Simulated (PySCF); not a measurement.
# Levels of Er(55+) from EOM-EA-GCCSD

Reference: closed-shell Er(56+), [Ne] 3s2; one electron is added. Calculated with PySCF 2.14, two-component X2C-1e with screened spin-orbit coupling, an even-tempered Gaussian basis (17 s from 5.7 bohr⁻², ratio 2.6; 14 p from 7.4 bohr⁻², ratio 2.6; 6 d from 7.6 bohr⁻², ratio 2.8; 4 f from 100 bohr⁻², ratio 2.8); frozen 1s2; the 52 highest virtual spinors dropped; of the others 56 kept and the rest restored at second order. No Breit or QED terms. Binding energies in eV.

```
level  Koopmans  second order  EOM-CCSD
3p1/2    5457.8        5459.6    5459.0
3p3/2    5209.8        5212.4    5212.5
3d3/2    5008.2        5022.2    5000.9
3d5/2    4953.1   near a pole    4954.1
```

Electric-dipole lines between these computed levels:

```csv
lower,upper,ΔE (eV),vacuum wavelength (nm)
3p1/2,3d3/2,458.08,2.707
3p3/2,3d3/2,211.62,5.859
3p3/2,3d5/2,258.38,4.799
```

In EOM-CCSD the overlap with the one-orbital guess is low for 3d3/2 (weight 0.81). That can mean mixing with two-particle, one-hole states, where second order and EOM-CCSD lose accuracy, or only a rotation among the degenerate components of the shell; the terms of those configurations are not listed.

For comparison, the ionisation energy of Er(55+) is 5455 ± 5 eV (theoretical estimate listed by NIST; NIST Atomic Spectra Database, ionization energies).

Only part of the computed levels is shown.
